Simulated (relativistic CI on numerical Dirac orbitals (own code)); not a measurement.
**Mn4+: resonant inelastic scattering at the L2,3 edge**

Computed with this model: Dirac-Coulomb-Breit CI, separate exchange-only KLI orbitals for each configuration, QED by a radiative potential, valence Slater integrals scaled by 0.7, Kramers-Heisenberg scattering through one core-hole configuration in a parametric crystal field; configurations [Ar] 3d3 → [He] 2s2 2p5 3s2 3p6 3d4; 300 K; core-hole width 0.4 eV; summed over polarisations. Incident energies are the highest absorption maxima for each field (at most a few, so the weaker spin-orbit partner edge can be absent), on the computed scale of the free ion. Intensities are in per cent of the strongest line above 0.02 eV; levels within 1 cm⁻¹ are merged; final levels count from the ground level, the first row holds all elastic scattering, lines under 0.4 are left out and each table stops after 24 rows. The scale of the Slater integrals is a model choice and moves the terms in proportion.

Field parameters in Wybourne normalisation: Oh B⁴₀ = 21Dq, B⁴₄ = √(5/14) B⁴₀. The field is a parameter set, without covalency.

S is read from ⟨S²⟩ = S(S + 1).

Oh, 10Dq = 5000 cm⁻¹:

```
Final level (eV)  Degeneracy  Irrep     S  648 eV  648.7 eV  659.3 eV
           0.000           4     Γ8  1.50  1024.9     478.6     284.7
           0.606           2     Γ7  1.50    39.0      34.0      15.6
           0.617           4     Γ8  1.50    68.4      83.3      75.9
           0.629           4     Γ8  1.50    35.0     100.0      29.1
           0.638           2     Γ6  1.50     6.4      21.8      30.9
           1.045           2     Γ7  1.50     6.9      33.0       7.1
           1.053           4     Γ8  1.50    14.9      46.6      26.3
           1.104           4     Γ8  1.50     7.1      20.5      25.4
           1.133           2     Γ6  1.50     3.3       8.4      14.3
           2.000           4     Γ8  0.50    10.2      17.5      36.1
           2.089           4     Γ8  0.51     4.9      22.7      60.9
           2.108           2     Γ6  0.50     1.9      10.3      11.4
           2.389           2     Γ6  0.52     0.4       5.8       3.5
           2.460           2     Γ7  0.52     3.3      11.0       7.8
           2.476           2     Γ6  1.48     6.1      37.2       6.4
           2.481           4     Γ8  0.99    10.8      36.5      41.4
           2.497           4     Γ8  1.14     8.5      47.2      39.6
           2.543           4     Γ8  1.49     4.8       7.4      32.6
           2.544           2     Γ7  1.49     6.5       9.8      25.3
           2.770           4     Γ8  0.51     3.3      10.7      15.3
           2.789           2     Γ6  0.52     3.1       7.2      13.1
           2.801           2     Γ7  0.51     2.9       4.1      45.6
           2.862           4     Γ8  0.53     2.0       4.4      40.7
           3.059           4     Γ8  0.51     1.7       5.8      39.9
```

Oh, 10Dq = 11300 cm⁻¹:

```tsv
Final level (eV)	Degeneracy	Irrep	S	648.1 eV	648.9 eV	659.2 eV
0.000	4	Γ8	1.50	1213.2	817.8	501.4
1.384	2	Γ7	1.50	30.8	37.2	5.4
1.394	4	Γ8	1.50	48.7	33.3	34.3
1.407	4	Γ8	1.49	10.8	22.8	26.7
1.415	2	Γ6	1.50	2.7	3.1	12.0
2.074	4	Γ8	0.52	22.0	32.4	74.7
2.153	4	Γ8	0.73	27.0	32.7	39.3
2.192	2	Γ6	0.62	7.7	12.7	78.2
2.226	2	Γ7	1.50	10.2	3.3	63.8
2.232	4	Γ8	1.49	15.2	35.4	100.0
2.296	4	Γ8	1.37	11.5	17.1	13.5
2.299	2	Γ6	1.43	9.7	12.9	12.6
2.917	4	Γ8	0.51	13.4	33.9	90.1
2.940	2	Γ7	0.51	15.4	3.5	3.0
3.161	2	Γ6	0.51	2.7	3.2	34.2
3.473	2	Γ7	0.51	12.4	10.4	61.2
3.482	4	Γ8	0.50	11.0	19.3	31.7
3.545	2	Γ6	0.61	2.4	14.9	28.6
3.574	4	Γ8	0.85	7.9	13.1	19.1
3.668	2	Γ6	1.43	2.5	5.2	8.5
3.688	4	Γ8	1.45	4.6	3.6	19.3
3.698	2	Γ7	1.50	2.5	5.2	5.9
3.700	4	Γ8	1.28	7.7	10.9	30.8
3.849	4	Γ8	0.59	2.6	2.6	13.1
```

For the first field the strongest loss at the lowest incident energy is the level at 0.62 eV (S = 1.50, against 1.50 in the thermal ground state). Levels of other spin, the first over 8 % at 2.00 eV, appear because spin-orbit coupling of the core hole, and in heavier ions of the valence shell too, mixes spins.
